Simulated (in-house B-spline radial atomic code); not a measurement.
Radial electron density of the chromium ion Cr⁴⁺, [Ar] 3d2. Computed with an all-electron radial atomic-structure program (B-spline basis): non-relativistic TPSS, spin-polarised, spherical fractional occupations, point nucleus.

Columns: r (bohr), 4πr²n(r) (electrons per bohr), bar.

```
 0.00289   0.8521 #
 0.00345    1.182 ##
 0.00413     1.64 ##
 0.00493    2.248 ###
 0.00589    3.065 ####
 0.00703    4.134 ######
  0.0084    5.527 ########
    0.01    7.255 ##########
   0.012    9.494 #############
  0.0143    12.08 #################
  0.0171    15.11 #####################
  0.0204    18.39 ##########################
  0.0244    21.77 ##############################
  0.0292    24.87 ###################################
  0.0348    27.22 ######################################
  0.0416    28.49 ########################################
  0.0497    28.37 ########################################
  0.0594    26.92 ######################################
  0.0709    24.69 ###################################
  0.0847    22.65 ################################
   0.101    21.95 ###############################
   0.121    23.33 #################################
   0.144    26.41 #####################################
   0.172    29.86 ##########################################
   0.206    31.42 ############################################
   0.246    29.35 #########################################
   0.294     23.8 #################################
   0.351    16.91 ########################
    0.42     11.6 ################
   0.501    9.885 ##############
   0.599    11.06 ###############
   0.715    12.59 ##################
   0.854     12.2 #################
    1.02    9.609 #############
    1.22    6.059 ########
    1.46     3.01 ####
    1.74    1.201 ##
    2.08   0.3752 #
    2.48  0.09494 
    2.96  0.01853 
    3.54 0.002624
```

On this grid the curve has 3 maxima, near 0.0416, 0.206, 0.715 bohr.

The 3p down radial function P(r) = rR(r), positive near the nucleus:

```json
{"r (bohr)": "0.00289", "P": "0.001275"}
{"r (bohr)": "0.00413", "P": "0.002566"}
{"r (bohr)": "0.00589", "P": "0.005111"}
{"r (bohr)": "0.0084", "P": "0.01009"}
{"r (bohr)": "0.012", "P": "0.01973"}
{"r (bohr)": "0.0171", "P": "0.0377"}
{"r (bohr)": "0.0244", "P": "0.07039"}
{"r (bohr)": "0.0348", "P": "0.1266"}
{"r (bohr)": "0.0497", "P": "0.2166"}
{"r (bohr)": "0.0709", "P": "0.3432"}
{"r (bohr)": "0.101", "P": "0.4869"}
{"r (bohr)": "0.144", "P": "0.585"}
{"r (bohr)": "0.206", "P": "0.5183"}
{"r (bohr)": "0.294", "P": "0.1743"}
{"r (bohr)": "0.42", "P": "-0.4172"}
{"r (bohr)": "0.599", "P": "-0.9726"}
{"r (bohr)": "0.854", "P": "-1.115"}
{"r (bohr)": "1.22", "P": "-0.7874"}
{"r (bohr)": "1.74", "P": "-0.3319"}
{"r (bohr)": "2.48", "P": "-0.07455"}
{"r (bohr)": "3.54", "P": "-0.006843"}
```
